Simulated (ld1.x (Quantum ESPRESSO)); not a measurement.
As: ultrasoft pseudisation with PBE, scalar-relativistic reference atom.

ld1.x (Quantum ESPRESSO) 7.5 input, shortened:

```
&input
   title='As', zed=33., rel=1, dft='PBE', iswitch=3,
   config='[Ar] 3d10 4s2 4p2.5'
 /
 &inputp
   pseudotype=3, tm=.true., lloc=-2, rcloc=1.35,
   nlcc=.true., rcore=0.90,
   which_augfun='PSQ', rmatch_augfun=1.45
 /
4
4S  1  0   2.00   0.00  1.55  1.80  0.0
4S  1  0   0.00  -0.70  1.55  1.80  0.0
4P  2  1   2.50   0.00  1.60  2.15  0.0
4P  2  1   0.00   1.40  1.60  2.15  0.0
 &test
   configts(1)='4s2 4p2.5'
 /
```

All-electron outer shells of the reference configuration (PBE, scalar-relativistic, ld1.x):

```csv
shell,level (eV),outermost node (bohr),outermost maximum (bohr)
4s,-18.74,0.73,1.61
4p,-9.09,0.78,1.95
```

Calculated quality:

```
Cutoffs needed                            : 10 Ry and 18 Ry (the cutoffs (Ry, on a coarse ladder) from which the occupation-weighted sum of valence levels, in a spherical-Bessel basis at the reference potential, stays within 10 and 1 mRy of its value at 400 Ry)
Ghost test                                : no extra level below or beside the all-electron valence levels (s, p, d, f tested) (spherical-Bessel basis up to 400 Ry, 20 bohr box)
Largest excitation error                  : -415 meV (all-electron minus pseudo) for 4s1 4p0, out of 7 test configurations
Lowest eigenvalue of the overlap operator : 0.39 (s channel)
Density cutoff estimated by the generator : 123 Ry
```

Generation and tests took about 2.1 s on one core of a shared server CPU.
